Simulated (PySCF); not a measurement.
## One elementary step

Start structure (GeH5Cl, closed shell), relaxed at PBE0-D4/def2-TZVP:

Ge1  (-0.727, 0.706, 0.181)
H2  (-0.053, -0.452, 0.947)
H3  (-1.471, 0.129, -1.028)
H4  (-1.709, 1.403, 1.130)
H5  (0.354, 1.688, -0.281)
H6  (1.394, -1.492, -0.049)
Cl7  (2.214, -1.985, -0.903)
(Å)

The step: GeH₄ + HCl → GeH₃Cl ([Cl][GeH3]) + H₂; bonds formed: Ge1–Cl7, H2–H6; bonds broken: Ge1–H2, H6–Cl7. PySCF 2.14 with density fitting (its default auxiliary sets; JK sets also for MP2 and CCSD(T)); basis: def2-TZVPP and def2-QZVPP; cores frozen in the correlated methods. Filled d shells of the heavier atoms are correlated. The def2 sets are not built for correlating such inner shells, so the correlated values are less sure here. Extrapolation: Hartree–Fock as exp(−7.88 √X), correlation as X^−2.97. Energies below are by CCSD(T) at an estimated basis limit (MP2 extrapolated from triple and quadruple zeta, plus CCSD(T) − MP2 in triple zeta).

Task: What are the electronic barrier and the energy of the step, from the start structure to the end structure? (An estimate is asked for; the value comes from the calculation.)

Result: Computed: Barrier 1.876 eV; step energy -0.487 eV (downhill); reverse barrier, their difference, 2.363 eV. Barrier and step energy count from the start structure, the reverse barrier from the end structure.

The saddle point: One imaginary mode of 961i cm⁻¹.
| pair | start (Å) | saddle (Å) | end (Å) |
| --- | --- | --- | --- |
| Ge1–Cl7 | 4.13 | 2.62 | 2.16 |
| H2–H6 | 2.04 | 0.89 | 0.75 |
| Ge1–H2 | 1.54 | 1.83 | 4.17 |
| H6–Cl7 | 1.28 | 1.76 | 3.09 |

Zero-point energy (harmonic, PBE0-D4): ZPE is 1.022 eV at the start and 1.018 eV at the saddle, so the barrier goes from 1.876 to 1.872 eV.

T1 diagnostic: at most 0.013.

Labels in which every atom is bracketed show which atoms are joined, not bond orders.

For scale, one of the runs: CCSD(T)/def2-TZVPP, 160 basis functions, launched by `OMP_NUM_THREADS=4 python run.py`. Hardware: 4 CPU threads of an Intel Xeon, shared host. Wall time 83 s; peak host memory 1.4 GiB.
